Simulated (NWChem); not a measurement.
System: NiH$_{2}$O$_{2}$, triplet; SMILES [OH][Ni][OH]

NWChem input:

```
start job
memory heap 200 mb stack 900 mb global 1100 mb
geometry units angstroms noautosym nocenter noautoz
  Ni    -0.000004     0.054348     0.022340
  O     -1.747622     0.058200    -0.089911
  H     -2.257688     0.279067     0.696644
  O      1.747608     0.058345    -0.089937
  H      2.257686     0.278904     0.696698
end
basis spherical
  Ni library def2-tzvp
  O library def2-tzvp
  H library def2-tzvp
end
dft
  odft
  mult 3
  xc b3lyp
  iterations 150
end
property
  efieldgrad
end
task dft property
```

Excerpt of the output:

```
             Northwest Computational Chemistry Package (NWChem) 7.3.0
             --------------------------------------------------------

                             Geometry "geometry" -> ""
                             -------------------------

 Output coordinates in angstroms (scale by  1.889725989 to convert to a.u.)

  No.       Tag          Charge          X              Y              Z
 ---- ---------------- ---------- -------------- -------------- --------------
    1 Ni                  28.0000    -0.00000400     0.05434800     0.02234000
    2 O                    8.0000    -1.74762200     0.05820000    -0.08991100
    3 H                    1.0000    -2.25768800     0.27906700     0.69664400
    4 O                    8.0000     1.74760800     0.05834500    -0.08993700
    5 H                    1.0000     2.25768600     0.27890400     0.69669800

 Effective nuclear repulsion energy (a.u.)     168.5638936827

                              NWChem Property Module
                              ----------------------

  itol2e modified to match energy
  convergence criterion.

                                 NWChem DFT Module
                                 -----------------

 Summary of "ao basis" -> "ao basis" (spherical)
 ------------------------------------------------------------------------------
       Tag                 Description            Shells   Functions and Types
 ---------------- ------------------------------  ------  ---------------------
 Ni                        def2-tzvp                15       45   6s4p4d1f
 O                         def2-tzvp                11       31   5s3p2d1f
 H                         def2-tzvp                 4        6   3s1p

  itol2e modified to match energy
  convergence criterion.

            General Information
            -------------------
          SCF calculation type: DFT
          Wavefunction type:  spin polarized.
          No. of atoms     :     5
          No. of electrons :    46
           Alpha electrons :    24
            Beta electrons :    22
          Charge           :     0
          Spin multiplicity:     3
          Use of symmetry is: off; symmetry adaption is: off
          Maximum number of iterations: 150
          AO basis - number of functions:   119
                     number of shells:    45
          Convergence on energy requested:  1.00D-07
          Convergence on density requested:  1.00D-05
          Convergence on gradient requested:  5.00D-04

              XC Information
              --------------
                         B3LYP Method XC Potential
                     Hartree-Fock (Exact) Exchange  0.200
                        Slater Exchange Functional  0.800 local
                    Becke 1988 Exchange Functional  0.720 non-local
              Lee-Yang-Parr Correlation Functional  0.810
                  VWN I RPA Correlation Functional  0.190 local

             Grid Information
             ----------------
          Grid used for XC integration:  fine
          Radial quadrature: Mura-Knowles
          Angular quadrature: Lebedev.
          Tag              B.-S. Rad. Rad. Pts. Rad. Cut. Ang. Pts.
          ---              ---------- --------- --------- ---------
          Ni                  1.35      140           9.0       974
          O                   0.60       70          11.0       590
          H                   0.35       60          12.0       590
          Grid pruning is: on
          Number of quadrature shells:   400
          Spatial weights used:  Erf1

      Superposition of Atomic Density Guess
      -------------------------------------

 Sum of atomic energies:       -1657.36955642

      Non-variational initial energy
      ------------------------------

 Total energy =   -1657.084178
 1-e energy   =   -2636.047478
 2-e energy   =     810.399406
 HOMO         =      -0.424815
 LUMO         =      -0.406478

[...]

          -----------------------
          Electric field gradient
          -----------------------

 1 a.u. = 0.324123 10**(16) esu/cm**3  ( or statvolts/cm**2 ) = 0.97174 10**(22) v/m**2

 ------------------------------------------------------------
   Atom      X         Y         Z
 ------------------------------------------------------------
    1 Ni  -0.00001   0.10270   0.04222
 ------------------------------------------------------------

 Electric field gradient in molecular frame (a.u.)
         XX             YY             ZZ             XY             XZ             YZ
 ------------------------------------------------------------------------------------------
        3.646192      -2.939479      -0.706713       0.004161      -0.000856       0.677389

 Principal components (a.u.) and orientation
 of principal axis w.r.t. absolute frame                      Asymmetry parameter eta
 --------------------------------------------------------------------------------------
        3.646195      -3.128919      -0.517276                       0.716266

        1.000000      -0.000625      -0.000071
        0.000622       0.963049       0.269324
       -0.000100      -0.269324       0.963050

 ------------------------------------------------------------
   Atom      X         Y         Z
 ------------------------------------------------------------
    2 O   -3.30253   0.10998  -0.16991
 ------------------------------------------------------------

 Electric field gradient in molecular frame (a.u.)
         XX             YY             ZZ             XY             XZ             YZ
 ------------------------------------------------------------------------------------------
       -0.102287       0.339143      -0.236857       0.224108       0.897882      -0.210636

 Principal components (a.u.) and orientation
 of principal axis w.r.t. absolute frame                      Asymmetry parameter eta
 --------------------------------------------------------------------------------------
       -1.133897       0.732124       0.401773                       0.291341

       -0.667559       0.738749       0.092813
        0.203957       0.061551       0.977043
        0.716077       0.671164      -0.191762

 ------------------------------------------------------------
   Atom      X         Y         Z
 ------------------------------------------------------------
    3 H   -4.26641   0.52736   1.31647
 ------------------------------------------------------------

 Electric field gradient in molecular frame (a.u.)
         XX             YY             ZZ             XY             XZ             YZ
 ------------------------------------------------------------------------------------------
        0.033234       0.208134      -0.241369       0.090177       0.322636      -0.137408

 Principal components (a.u.) and orientation
 of principal axis w.r.t. absolute frame                      Asymmetry parameter eta
 --------------------------------------------------------------------------------------
       -0.493218       0.247163       0.246055                       0.002246

       -0.536859      -0.475958       0.696596
        0.228159       0.712999       0.663005
        0.812235      -0.514875       0.274186

 ------------------------------------------------------------
   Atom      X         Y         Z
 ------------------------------------------------------------
    4 O    3.30250   0.11026  -0.16996
 ------------------------------------------------------------

 Electric field gradient in molecular frame (a.u.)
         XX             YY             ZZ             XY             XZ             YZ
 ------------------------------------------------------------------------------------------
       -0.102296       0.339294      -0.236998      -0.223762      -0.897976      -0.210246

 Principal components (a.u.) and orientation
 of principal axis w.r.t. absolute frame                      Asymmetry parameter eta
 --------------------------------------------------------------------------------------
       -1.133850       0.732149       0.401700                       0.291440

        0.667584       0.738762      -0.092535
        0.203611      -0.061604       0.977112
        0.716153      -0.671145      -0.191546

 ------------------------------------------------------------
   Atom      X         Y         Z
 ------------------------------------------------------------
    5 H    4.26641   0.52705   1.31657
 ------------------------------------------------------------

 Electric field gradient in molecular frame (a.u.)
         XX             YY             ZZ             XY             XZ             YZ
 ------------------------------------------------------------------------------------------
        0.033230       0.208252      -0.241482      -0.090061      -0.322697      -0.137245

 Principal components (a.u.) and orientation
 of principal axis w.r.t. absolute frame                      Asymmetry parameter eta
 --------------------------------------------------------------------------------------
       -0.493252       0.247181       0.246071                       0.002250

        0.536869       0.477063       0.695832
        0.227849       0.712136      -0.664038
        0.812315      -0.515047      -0.273625
```

Level: B3LYP/def2-TZVP, spin-unrestricted. Geometry: optimised at PBE0/def2-SVP, spin-unrestricted. This spin state was assumed; another may lie lower. No stability test was run on the SCF state. NWChem prints the field gradient with the sign opposite to the second derivative of the potential.
